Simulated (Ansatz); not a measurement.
`C[O][ZnH]` + `C[SiH2]O` → `C[SiH2][O][ZnH]` + CH₃OH  (ligand exchange at a Zn–O bond)

Isolated molecules relaxed with PBE0-D4/def2-TZVP in Ansatz; ΔE leaves out vibrations. CCSD(T)/CBS adds triple-zeta CCSD(T) − MP2 to the extrapolated MP2 energy (def2 sets, frozen cores). This one scheme is used for every species. DFT in def2-TZVPP. HSE06 is defined as in plane-wave codes. For Zn outer-core shells are correlated without core-valence functions, which leaves a few kJ/mol of doubt a bond. Scalar relativity is left out up to krypton. Each species was taken in one conformer, which may not be the lowest.

`C[O][ZnH]`:

Cartesian coordinates in Å:
```
C 0.695 -0.781 0.088
O -0.039 0.092 -0.716
Zn -1.197 1.354 -0.272
H 1.303 -1.432 -0.551
H 0.056 -1.433 0.702
H 1.382 -0.258 0.767
H -2.201 2.457 -0.018
```

`C[SiH2]O`:

Cartesian coordinates in Å:
```
C 0.744 0.564 -0.710
Si -0.687 -0.315 0.098
O -0.230 -1.182 1.427
H 0.406 1.087 -1.610
H 1.524 -0.144 -1.001
H 1.187 1.306 -0.041
H -1.275 -1.314 -0.827
H -1.726 0.691 0.465
H 0.057 -0.695 2.200
```

`C[SiH2][O][ZnH]`:

```xyz
10

C    -0.414   -1.138   -1.302
Si   -0.035    0.468   -0.439
O     0.297    0.205    1.128
Zn    0.689    0.906    2.698
H    -0.637   -0.960   -2.358
H     0.436   -1.822   -1.245
H    -1.279   -1.629   -0.850
H    -1.204    1.391   -0.581
H     1.123    1.128   -1.117
H     1.025    1.450    4.066
```

CH₃OH:

```xyz
6

C    -0.210   -0.281    0.063
O     0.212    0.908   -0.566
H    -1.143   -0.581   -0.413
H    -0.404   -0.141    1.134
H     0.513   -1.097   -0.059
H     1.033    1.193   -0.160
```

```
             level  ΔE (kJ/mol)  difference from CCSD(T)/CBS
            PBE-D4        -29.5                          8.3
         r2SCAN-D4        -33.1                          4.7
           PBE0-D4        -34.4                          3.4
          HSE06-D4        -34.4                          3.4
          BHLYP-D4        -39.3                         -1.5
      CAM-B3LYP-D4        -35.2                          2.6
          PBE-QIDH        -37.3                          0.5
            r2SCAN        -32.7                          5.1
             BHLYP        -37.2                          0.6
         CAM-B3LYP        -34.0                          3.8
RPA@PBE/def2-TZVPP        -37.7                          0.1
       HF/def2-SVP        -47.5                         -9.7
  CCSD(T)/def2-SVP        -44.2                         -6.4
SCS-MP2/def2-TZVPP        -38.9                         -1.1
      HF/CBS(def2)        -43.7                         -5.9
     MP2/CBS(def2)        -37.4                          0.4
       CCSD(T)/CBS        -37.8                            0
```

Largest T1 diagnostic among the species: 0.017.

From r2SCAN to r2SCAN0 (25 % exact exchange), in def2-TZVPP and without D4, ΔE moves by −3.2 kJ/mol. Leaving LDA and LC-ωPBE aside and taking each functional with its dispersion term where it has one, the values spread over 9.8 kJ/mol, from BHLYP-D4 to PBE-D4.
